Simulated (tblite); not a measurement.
Species: C5H11ClSi.
Geometry (GFN2-xTB, Å), atoms numbered from 1 in this order:
```
atom  x, y, z in Å
C1     2.4348    0.5401    0.2008
C2     1.5400   -0.3774   -0.1158
C3     0.4383   -0.1699   -1.1047
C4    -0.9554   -0.1378   -0.4502
C5    -1.3089   -1.4842    0.1793
Si6   -1.1339    1.2779    0.8197
Cl7   -0.5995    3.0184   -0.0468
H8     2.4296    1.5163   -0.2560
H9     3.2122    0.3549    0.9230
H10    1.5744   -1.3520    0.3533
H11    0.4598   -0.9830   -1.8380
H12    0.6023    0.7699   -1.6366
H13   -1.6735    0.0394   -1.2613
H14   -1.1841   -2.2917   -0.5412
H15   -0.6777   -1.6920    1.0394
H16   -2.3431   -1.4874    0.5161
H17   -2.5377    1.3943    1.2168
H18   -0.2865    1.0707    1.9904
```

All values are computed: GFN2-xTB (tblite) harmonic vibrations without scaling, gas phase. The method is semi-empirical: single wavenumbers can be off by several per cent or more. Modes of hydrogen on silicon can be 10 to 20 % off. One conformer, not necessarily the lowest.

Harmonic wavenumbers (cm⁻¹): 35.3, 57.0, 92.6, 118.0, 203.9, 241.3, 268.8, 306.2, 400.8, 436.6, 499.4, 520.5, 575.6, 668.6, 682.1, 710.6, 785.6, 894.7, 895.1, 935.5, 968.3, 1011.0, 1025.5, 1043.6, 1120.1, 1165.5, 1195.3, 1258.2, 1289.4, 1295.6, 1336.6, 1415.6, 1421.2, 1483.1, 1509.0, 1513.7, 1716.4, 2247.5, 2286.2, 2899.5, 2934.5, 2979.5, 3009.5, 3030.7, 3042.3, 3057.3, 3097.8, 3122.9.

A = 2044, B = 1345, C = 957.7 MHz; mass 134.032 u (most abundant isotopes); point group C1, symmetry number 1.

Zero-point energy?

Half the sum of the wavenumbers: 31402 cm⁻¹ = 89.78 kcal/mol.

Give the ideal-gas entropy at 350 K and 1 bar in the rigid-rotor, harmonic-oscillator model (classical rotation).

Translation 41.41, rotation 29.67, vibration 34.58: S = 105.7 cal/(mol K).

And Cp and H(350 K) − H(0)?

Cp = 41.93 cal/(mol K), of which vibrations give 33.98 (their classical limit is 48 R = 95.4); H(350 K) − H(0) = 8.89 kcal/mol without the zero-point energy, 6.11 from vibrations.

Blend soft modes into free rotors: weight 1/[1 + (100 cm⁻¹/ν̃)⁴] for the oscillator and the rest for a rotor with moment μB/(μ + B), μ = h/(8π²ν), B = 10⁻⁴⁴ kg m². What vibrational entropy results?

30.98 cal/(mol K) in place of 34.58, which changes −T·S at 350 K by +1.26 kcal/mol.

What must be added to the electronic energy to get the Gibbs energy at 350 K and 1 bar?

ZPE + [H(350 K) − H(0)] − T·S = 89.78 + 8.89 − 36.98 = 61.69 kcal/mol.

How do the functions run with temperature in this model?

| T (K) | S (cal/(mol K)) | Cp (cal/(mol K)) | H − H(0) (kcal/mol) | G − H(0) (kcal/mol) | ln q(vib) |
| --- | --- | --- | --- | --- | --- |
| 100 | 70.8 | 18.6 | 1.34 | -5.74 | 2.14 |
| 200 | 86.5 | 27.8 | 3.66 | -13.64 | 4.80 |
| 300 | 99.6 | 37.3 | 6.91 | -22.96 | 7.36 |
| 500 | 122.7 | 54.0 | 16.12 | -45.24 | 12.34 |
| 800 | 152.0 | 70.4 | 34.98 | -86.60 | 19.39 |
| 1000 | 168.5 | 77.6 | 49.81 | -118.68 | 23.75 |

q(vib) and H(0) count from the zero-point level.

Hindered rotation and anharmonicity are outside this model. Other conformers, if any are populated, would add a mixing term that is left out. The structure is chiral; the term R ln 2 for an equal mix with its mirror image is left out.

On an Arm Neoverse N1 with one thread, shared host with 64 logical CPUs at a one-minute load of 58, this took 1.2 s wall. This covers the Hessian and the dipole derivatives.
